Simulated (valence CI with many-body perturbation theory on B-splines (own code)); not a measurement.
# As27+: calculated level list

Level of theory: configuration interaction combined with many-body perturbation theory (CI+MBPT): four valence electrons over a frozen Dirac-Fock core [He], a basis of 11 s, 11 p, 10 d, 8 f, 5 g, 2 h functions for each j, with the one-electron correlation potential Σ1, the two-electron term Σ2, the three-electron term Σ3, Breit, model QED; selected CI, second order for the rest, scaled by the run's own slope (own B-spline code, finite nucleus).

No measured spectrum was set against this ion. As an estimate, large intervals hold to a few tenths of a per cent, small ones and those within an open d or f shell to about a per cent. Among the levels kept, up to 1000 cm⁻¹ of a level comes from second order outside the variational space, and about a tenth of that is noise between levels of different J, which matters for small intervals.

Levels 91 to 135 of 201, with energies above the lowest level, (2s^2 2p1/2^2) J=0. "Leading %" is the weight of the configuration and term that name the level; weights of strongly mixed levels are sums over their largest components and can fall short. In the jj column 3d3/2^4 stands for four electrons in 3d with j = 3/2. Lifetimes count E1, E2, E3, M1 and M2 decay at the calculated energies, and are blank where another channel may lead or the interval is too uncertain; long ones can be off by a factor of two.

```csv
No.,Configuration,Term,J,E (Ry),Leading %,Lifetime,Second component,Leading jj
91,2s.2p2.3p,3F°,3,135.56,71,210 fs,12 % 2s.2p2.3p 3D°,2s 2p1/2 2p3/2 3p3/2 (80 %)
92,2s.2p2.3d,3P,1,135.62,50,31.2 fs,26 % 2s.2p2.3d 3D,2s 2p1/2 2p3/2 3d5/2 (83 %)
93,2s.2p2.3p,3D°,2,135.72,28,120 fs,25 % 2s.2p2.3p 1D°,2s 2p1/2 2p3/2 3p3/2 (83 %)
94,2s.2p2.3d,5D,3,135.76,40,24.7 fs,30 % 2s.2p2.3d 3F,2s 2p1/2 2p3/2 3d5/2 (42 %)
95,2s.2p2.3d,5P,2,135.78,58,16.0 fs,22 % 2s.2p2.3d 5D,2s 2p1/2 2p3/2 3d3/2 (64 %)
96,2s.2p2.3d,5P,1,135.88,74,13.5 fs,8 % 2s.2p2.3d 3P,2s 2p1/2 2p3/2 3d3/2 (70 %)
97,2s.2p2.3p,3D°,1,136.00,47,277 fs,13 % 2s.2p2.3p 3P°,2s 2p1/2 2p3/2 3p1/2 (72 %)
98,2s.2p2.3p,3P°,1,136.10,47,168 fs,22 % 2s.2p2.3p 3D°,2s 2p1/2 2p3/2 3p3/2 (88 %)
99,2s.2p2.3p,3P°,0,136.19,94,1.83 ps,,2s 2p1/2 2p3/2 3p3/2 (88 %)
100,2s.2p2.3p,3D°,2,136.20,56,158 fs,19 % 2s.2p2.3p 3P°,2s 2p3/2^2 3p1/2 (59 %)
101,2s.2p2.3s,3S,1,136.39,60,85.7 fs,27 % 2s.2p2.3s 3P,2s 2p3/2^2 3s (83 %)
102,2s.2p2.3p,1F°,3,136.45,52,55.3 fs,35 % 2s.2p2.3p 3D°,2s 2p3/2^2 3p1/2 (65 %)
103,2s.2p2.3d,3P,0,136.50,83,27.5 fs,8 % 2s.2p2.3d 1S,2s 2p1/2 2p3/2 3d5/2 (64 %)
104,2s.2p2.3s,3P,2,136.55,44,45.9 fs,25 % 2s.2p2.3d 3D,2s 2p3/2^2 3s (45 %)
105,2s.2p2.3p,3D°,2,136.61,38,277 fs,26 % 2s.2p2.3p 3P°,2s 2p1/2 2p3/2 3p3/2 (51 %)
106,2s.2p2.3d,3F,4,136.64,63,23.9 fs,16 % 2s.2p2.3d 1G,2s 2p1/2 2p3/2 3d5/2 (41 %)
107,2s.2p2.3p,3P°,1,136.64,53,140 fs,11 % 2s.2p2.3p 3D°,2s 2p1/2 2p3/2 3p3/2 (62 %)
108,2s.2p2.3s,3P,2,136.65,36,58.8 fs,25 % 2s.2p2.3d 3D,2s 2p3/2^2 3s (42 %)
109,2s.2p2.3p,3F°,4,136.66,80,34.0 ps,19 % 2s.2p2.3p 5D°,2s 2p3/2^2 3p3/2 (76 %)
110,2s.2p2.3d,3D,3,136.67,73,22.3 fs,13 % 2s.2p2.3d 1F,2s 2p1/2 2p3/2 3d5/2 (56 %)
111,2s.2p2.3p,3D°,3,136.68,75,432 fs,12 % 2s.2p2.3p 5P°,2s 2p3/2^2 3p3/2 (63 %)
112,2s.2p2.3s,1P,1,136.70,40,43.7 fs,20 % 2s.2p2.3d 3D,2s 2p3/2^2 3s (54 %)
113,2s.2p2.3d,3D,1,136.77,34,36.5 fs,27 % 2s.2p2.3s 1P,2s 2p1/2 2p3/2 3d5/2 (43 %)
114,2s.2p2.3s,1S,0,137.02,72,194 fs,24 % 2s.2p2.3s 3P,2s 2p3/2^2 3s (90 %)
115,2s.2p2.3p,1P°,1,137.16,42,64.6 fs,36 % 2s.2p2.3p 3P°,2s 2p3/2^2 3p3/2 (59 %)
116,2s.2p2.3p,3P°,2,137.56,57,76.2 fs,22 % 2s.2p2.3p 1D°,2s 2p3/2^2 3p3/2 (82 %)
117,2s.2p2.3d,3G,3,137.79,72,602 fs,17 % 2s.2p2.3d 1F,2s 2p1/2 2p3/2 3d3/2 (92 %)
118,2s.2p2.3d,3F,2,138.11,69,24.5 fs,17 % 2s.2p2.3d 1D,2s 2p1/2 2p3/2 3d3/2 (77 %)
119,2s.2p2.3d,3G,4,138.20,63,146 fs,22 % 2s.2p2.3d 3F,2s 2p1/2 2p3/2 3d5/2 (84 %)
120,2s.2p2.3d,3F,3,138.34,41,25.2 fs,26 % 2s.2p2.3d 1F,2s 2p1/2 2p3/2 3d5/2 (86 %)
121,2s.2p2.3d,3D,1,138.43,75,16.4 fs,12 % 2s.2p2.3d 1P,2s 2p1/2 2p3/2 3d3/2 (65 %)
122,2s.2p2.3d,3D,2,138.63,54,17.2 fs,24 % 2s.2p2.3d 3P,2s 2p1/2 2p3/2 3d5/2 (78 %)
123,2s.2p2.3d,1P,1,138.66,38,50.4 fs,20 % 2s.2p2.3d 3D,2s 2p1/2 2p3/2 3d3/2 (54 %)
124,2s.2p2.3d,3P,0,138.82,87,18.0 fs,11 % 2s.2p2.3d 1S,2s 2p1/2 2p3/2 3d3/2 (82 %)
125,2s.2p2.3p,3P°,0,138.95,59,3.07 ps,37 % 2s.2p2.3p 1S°,2s 2p3/2^2 3p1/2 (65 %)
126,2s.2p2.3d,3P,1,138.97,47,25.0 fs,20 % 2s.2p2.3d 3D,2s 2p1/2 2p3/2 3d5/2 (45 %)
127,2s.2p2.3d,3F,2,138.98,57,16.6 fs,13 % 2s.2p2.3d 1D,2s 2p1/2 2p3/2 3d3/2 (69 %)
128,2s.2p2.3d,3F,3,139.10,44,24.5 fs,26 % 2s.2p2.3d 3D,2s 2p1/2 2p3/2 3d5/2 (68 %)
129,2s.2p2.3p,3P°,1,139.11,28,107 fs,23 % 2s.2p2.3p 3S°,2s 2p3/2^2 3p1/2 (78 %)
130,2s.2p2.3d,3F,4,139.12,67,36.3 fs,16 % 2s.2p2.3d 1G,2s 2p3/2^2 3d5/2 (66 %)
131,2s.2p2.3d,3G,5,139.15,82,110 ps,18 % 2s.2p2.3d 5F,2s 2p3/2^2 3d5/2 (76 %)
132,2s.2p2.3p,3P°,1,139.18,36,80.2 fs,22 % 2s.2p2.3p 1P°,2s 2p3/2^2 3p1/2 (78 %)
133,2p3.3s,5S°,2,139.25,33,231 fs,22 % 2s.2p2.3p 3P°,2p1/2^2 2p3/2 3s (38 %)
134,2s.2p2.3p,3D°,2,139.30,28,443 fs,16 % 2s.2p2.3p 3P°,2s 2p3/2^2 3p1/2 (46 %)
135,2s.2p2.3d,3D,3,139.30,53,17.1 fs,22 % 2s.2p2.3d 3F,2s 2p3/2^2 3d3/2 (57 %)
```

Where two levels of one J and parity lie close, their mixing, g and order are uncertain.
